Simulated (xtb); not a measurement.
CH$_{5}$Si (SMILES C[SiH2]), doublet, geometry from GFN2-xTB; GFN0-xTB run with xtb.

Input for xtb:
```
$ xtb mol.xyz --gfn 0 --uhf 1 --grad --json

# file mol.xyz
7

C     -0.00961888     0.08558394    -1.20792711
Si     0.00693370     0.02337297     0.68442733
H     -0.03432110    -0.91899655    -1.62856536
H     -0.87992760     0.61839322    -1.58117006
H      0.87474746     0.58217174    -1.59770913
H     -1.21559465    -0.53605201     1.24797082
H      1.21573735    -0.58624162     1.22505378
```

### Question
What does xtb print? Leave out banner, timings and long lists.

### Answer

```
   ID    Z sym.   atoms
    1    6 C      1
    2   14 Si     2
    3    1 H      3-7

           -------------------------------------------------
          |                Calculation Setup                |
           -------------------------------------------------

           -------------------------------------------------
          |                 G F N 0 - x T B                 |
           -------------------------------------------------

          ...................................................
          :                      SETUP                      :
          :.................................................:
          :  # basis functions                  24          :
          :  # atomic orbitals                  23          :
          :  # shells                           15          :
          :  # electrons                        13          :
          :  electronic temp.          300.0000000     K    :
          :  accuracy                    1.0000000          :
          :  -> integral cutoff          0.2500000E+02      :
          :  -> integral neglect         0.1000000E-07      :
          ...................................................

         :::::::::::::::::::::::::::::::::::::::::::::::::::::
         ::                     SUMMARY                     ::
         :::::::::::::::::::::::::::::::::::::::::::::::::::::
         :: total energy              -6.661855446386 Eh    ::
         :: gradient norm              0.018941631349 Eh/a0 ::
         :: HOMO-LUMO gap              2.679295259488 eV    ::
         ::.................................................::
         :: H0 energy                 -6.707526685376 Eh    ::
         :: repulsion energy           0.092598845552 Eh    ::
         :: electrostat energy        -0.045857875414 Eh    ::
         :: -> Gsolv                   0.000000000000 Eh    ::
         ::    -> Gsasa                0.000000000000 Eh    ::
         ::    -> Gshift               0.000000000000 Eh    ::
         :: dispersion energy         -0.001069731147 Eh    ::
         :: short-range corr.          0.000000000000 Eh    ::
         :: add. restraining           0.000000000000 Eh    ::
         :: total charge               0.000000000000 e     ::
         :::::::::::::::::::::::::::::::::::::::::::::::::::::

           -------------------------------------------------
          |                Property Printout                |
           -------------------------------------------------

    * Orbital Energies and Occupations

         #    Occupation            Energy/Eh            Energy/eV
      -------------------------------------------------------------
         1        2.0000           -0.6296667             -17.1341
         2        2.0000           -0.5886688             -16.0185
         3        2.0000           -0.5270061             -14.3406
         4        2.0000           -0.5265644             -14.3285
         5        2.0000           -0.4767875             -12.9740
         6        2.0000           -0.4462946             -12.1443
         7        1.0000           -0.3175507              -8.6410 (HOMO)
         8                         -0.2190884              -5.9617 (LUMO)
         9                         -0.2135359              -5.8106
        10                         -0.1796296              -4.8880
        11                         -0.1463178              -3.9815
        12                         -0.1138736              -3.0987
        13                         -0.1105940              -3.0094
        14                         -0.1018372              -2.7711
        15                         -0.0508683              -1.3842
        16                         -0.0496852              -1.3520
        17                         -0.0018226              -0.0496
        18                          0.2490901               6.7781
       ...                                ...                  ...
        23                          0.8149419              22.1757
      -------------------------------------------------------------
                  HL-Gap            0.0984623 Eh            2.6793 eV
             Fermi-level            0.0000000 Eh            0.0000 eV

     #   Z          covCN         q      C6AA      α(0)
     1   6 C        3.650    -0.723    44.754     9.715
     2  14 Si       2.715     0.496   199.332    30.268
     3   1 H        0.925     0.170     1.263     1.757
     4   1 H        0.925     0.165     1.295     1.779
     5   1 H        0.925     0.165     1.295     1.779
     6   1 H        0.920    -0.137     7.046     4.151
     7   1 H        0.920    -0.137     7.046     4.151

 Mol. C6AA /au·bohr⁶  :        851.150791
 Mol. C8AA /au·bohr⁸  :      33707.477071
 Mol. α(0) /au        :         53.601451

Wiberg/Mayer (AO) data.
largest (>0.10) Wiberg bond orders for each atom

 ---------------------------------------------------------------------------
     #   Z sym  total        # sym  WBO       # sym  WBO       # sym  WBO
 ---------------------------------------------------------------------------
     1   6 C    3.913 --     2 Si   1.024     5 H    0.951     4 H    0.951
                             3 H    0.947
     2  14 Si   2.982 --     1 C    1.024     6 H    0.922     7 H    0.922
     3   1 H    0.984 --     1 C    0.947
     4   1 H    0.986 --     1 C    0.951
     5   1 H    0.986 --     1 C    0.951
     6   1 H    0.952 --     2 Si   0.922
     7   1 H    0.952 --     2 Si   0.922
 ---------------------------------------------------------------------------

Topologies differ in total number of bonds
Writing topology from bond orders to xtbtopo.mol

 dipole moment from electron density (au)
     X       Y       Z
   0.0071   0.4297  -0.1836  total (Debye):    1.188

           -------------------------------------------------
          | TOTAL ENERGY               -6.661855446386 Eh   |
          | GRADIENT NORM               0.018941631349 Eh/α |
          | HOMO-LUMO GAP               2.679295259488 eV   |
           -------------------------------------------------

normal termination of xtb
```
